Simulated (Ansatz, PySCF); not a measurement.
This Ansatz (a quantum-chemistry and plane-wave program) input computes a r2SCAN/def2-TZVPD energy:

Ansatz 0.2 input:
```yaml
crystal:
  periodic: [false, false, false]
  atoms:
    - {symbol: C, position_ang: [-0.06547347, -0.27621392, -0.88274398]}
    - {symbol: C, position_ang: [-1.20312415, -0.46372147, 0.01665988]}
    - {symbol: Cl, position_ang: [-2.18182911, 1.11398697, 0.12894635]}
    - {symbol: C, position_ang: [1.17386005, 0.34026456, -0.41121223]}
    - {symbol: Cl, position_ang: [2.22427000, -0.93494098, 0.44326151]}
    - {symbol: H, position_ang: [-0.14182300, -0.59831085, -1.91212415]}
    - {symbol: H, position_ang: [-0.90483894, -0.66858765, 1.04176552]}
    - {symbol: H, position_ang: [-1.91268687, -1.20723568, -0.32949217]}
    - {symbol: H, position_ang: [1.79853440, 0.72565892, -1.20956492]}
    - {symbol: H, position_ang: [1.00774485, 1.10271835, 0.34566010]}
basis:
  gaussian:
    orbitals: def2-TZVPD
hamiltonian:
  xc: {name: r2SCAN}
magnetization: {spin_polarized: true, initial_magnetization: 1}
output: {forces: true}
```

Write an input for the same energy in PySCF and say what it gives.


```python
from pyscf import gto, scf, dft

mol = gto.M(
    atom='''
    C    -0.06547347   -0.27621392   -0.88274398
    C    -1.20312415   -0.46372147    0.01665988
    Cl   -2.18182911    1.11398697    0.12894635
    C     1.17386005    0.34026456   -0.41121223
    Cl    2.22427000   -0.93494098    0.44326151
    H    -0.14182300   -0.59831085   -1.91212415
    H    -0.90483894   -0.66858765    1.04176552
    H    -1.91268687   -1.20723568   -0.32949217
    H     1.79853440    0.72565892   -1.20956492
    H     1.00774485    1.10271835    0.34566010
    ''',
    basis='def2-tzvpd',
    charge=0,
    spin=1,
    verbose=4,
)

mf = dft.UKS(mol, xc='r2scan').density_fit(auxbasis='def2-universal-jkfit')
mf.grids.level = 4
mf.conv_tol = 1e-9
mf.max_cycle = 100
mf.max_memory = 1500
mf.kernel()
if not mf.converged:
    mf = mf.newton()
    mf.kernel(mf.make_rdm1())
for _ in range(2):
    mo, _, stable, _ = mf.stability(return_status=True)
    if stable:
        break
    mf.kernel(mf.make_rdm1(mo, mf.mo_occ))
mf.analyze()
```
It gives -1037.61645 Eh, and Ansatz -1037.61638 Eh, a difference of 0.07 mEh, from the treatment of integrals and grids.

It need not be the lowest isomer of its formula.
